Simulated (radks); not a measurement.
Values are calculated unless marked as measured or tabulated.
Q: Eu II, configuration [Xe] 4f7 6s1. Level of theory: scalar-relativistic Kohn-Sham, revPBE, spin-polarised, spherical densities, point nucleus; open shells are filled with parallel spins first (spin-orbit coupling, left out, can overturn this in heavy ions) (a radial shooting solver on a logarithmic mesh with Libxc functionals). Some entries of the table are withheld. Estimate them.

orbital,occ.,eigenvalue (hartree),<r> (bohr),r(max) (bohr)
1s up,1,-1777.853,0.02232,0.01420
1s down,1,-1777.853,0.02232,0.01420
2s up,1,-292.0948,0.09510,0.08054
2s down,1,-292.0934,0.09510,0.08054
2p up,3,-260.2311,0.08389,0.06513
2p down,3,-260.2301,0.08389,0.06513
3s up,1,-64.45229,0.2496,0.2289
3s down,1,-64.36833,0.2494,0.2288
3p up,3,-54.53836,0.2481,0.2245
3p down,3,-54.45469,0.2479,0.2244
3d up,5,-41.28934,0.2261,0.1839
3d down,5,-41.22534,0.2258,0.1837
4s up,1,-13.03144,0.5662,0.5275
4s down,1,-12.82658,0.5661,0.5273
4p up,3,-9.77260,0.5997,0.5506
4p down,3,-9.56787,0.5995,0.5503
4d up,5,-5.23561,0.6545,0.5736
4d down,5,-5.03055,0.6550,0.5731
5s up,1,-1.90727,1.373,1.229
5s down,1,-1.78726,1.397,1.245
5p up,3,-1.12997,(1),1.397
5p down,3,-1.03887,(2),1.423
4f up,7,-0.37720,0.9476,(3)
6s up,1,-0.32491,3.821,(4)
4f down,0,-0.19869,1.051,(5)

A: 
(1) 5p up <r> (bohr): 1.615
(2) 5p down <r> (bohr): 1.651
(3) 4f up r(max) (bohr): 0.5929
(4) 6s up r(max) (bohr): 3.369
(5) 4f down r(max) (bohr): 0.5959
